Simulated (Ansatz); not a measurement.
SbMe2H (C₂H₇Sb). The state is a triplet with charge 0. Geometry r2SCAN-D4/def2-SVP, that of the neutral singlet; atoms count from 1.

```xyz
10

Sb    0.546   -0.086   -1.218
C     0.989    1.171    0.512
H     1.649    0.617    1.196
H     0.063    1.444    1.038
H     1.507    2.084    0.186
C    -0.838   -1.376   -0.126
H    -1.419   -1.982   -0.836
H    -1.523   -0.775    0.489
H    -0.260   -2.051    0.522
H    -0.715    0.955   -1.764
```

In the def2 sets Sb takes a core potential; there is no spin–orbit coupling. At PBE0-D4/def2-TZVP a singlet of charge 0 lies 4.60 eV below the triplet at the same geometry.

(1) Estimate the Mulliken populations from the PBE0/def2-TZVP orbitals of Ansatz.

(2) Where does the spin sit?

(3) And the Mayer bond orders between heavy atoms (over 0.3)?

Answers

(1) 
```json
{"atom": "Sb1", "charge (e)": "0.07", "spin (α − β)": "1.64"}
{"atom": "C2", "charge (e)": "-0.46", "spin (α − β)": "0.13"}
{"atom": "H3", "charge (e)": "0.13", "spin (α − β)": "0.01"}
{"atom": "H4", "charge (e)": "0.13", "spin (α − β)": "0.04"}
{"atom": "H5", "charge (e)": "0.15", "spin (α − β)": "0.00"}
{"atom": "C6", "charge (e)": "-0.46", "spin (α − β)": "0.13"}
{"atom": "H7", "charge (e)": "0.15", "spin (α − β)": "0.00"}
{"atom": "H8", "charge (e)": "0.13", "spin (α − β)": "0.04"}
{"atom": "H9", "charge (e)": "0.13", "spin (α − β)": "0.01"}
{"atom": "H10", "charge (e)": "0.02", "spin (α − β)": "0.01"}
```
Mulliken values depend strongly on the basis.

(2) Summed by element: Sb 1.64, C 0.25, H 0.11, of 2 unpaired in all. Largest on single atoms: Sb1 1.64, C2 0.13, C6 0.13.

(3) Sb1–C2 0.55 (2.18 Å); Sb1–C6 0.56 (2.18 Å).
